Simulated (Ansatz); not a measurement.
Consider the ligand exchange at the Sn–O bond: `[OH][SnH2][Br]` + NH₃ → `[NH2][SnH2][Br]` + H₂O.

Program: Ansatz. Geometries: PBE0-D4/def2-TZVP. ΔE: electronic, gas phase. CBS: MP2 limit from def2 TZ/QZ plus the TZ coupled-cluster correction, frozen cores. This one scheme is used for every species. Functionals use def2-TZVPP. def2 core potentials past Kr. For Br, Sn outer-core shells are correlated without core-valence functions, which leaves a few kJ/mol of doubt a bond. Scalar relativity is left out up to krypton. Each species was taken in one conformer, which may not be the lowest.

```json
{"level": "r2SCAN0-D4", "ΔE (eV)": "0.29"}
{"level": "CCSD/def2-TZVPP", "ΔE (eV)": "0.26"}
```

(1) What does CCSD(T)/CBS give? (Estimate.)

Largest T1 diagnostic among the species: 0.011.

Results:

(1) Ansatz gave: +0.26 eV. The listed levels differ from it by 0.03, 0.00 eV.

At CCSD(T), def2-SVP lies +0.05 eV from the extrapolated value and def2-TZVPP +0.00 eV. Leaving LDA and LC-ωPBE aside and taking each functional with its dispersion term where it has one, the values, not all of them listed here, spread over 0.12 eV, from PBE-QIDH to B97M-V. LDA lies −0.06 eV from PBE without D4. From r2SCAN to r2SCAN0 (25 % exact exchange), in def2-TZVPP and without D4, ΔE moves by −0.04 eV.
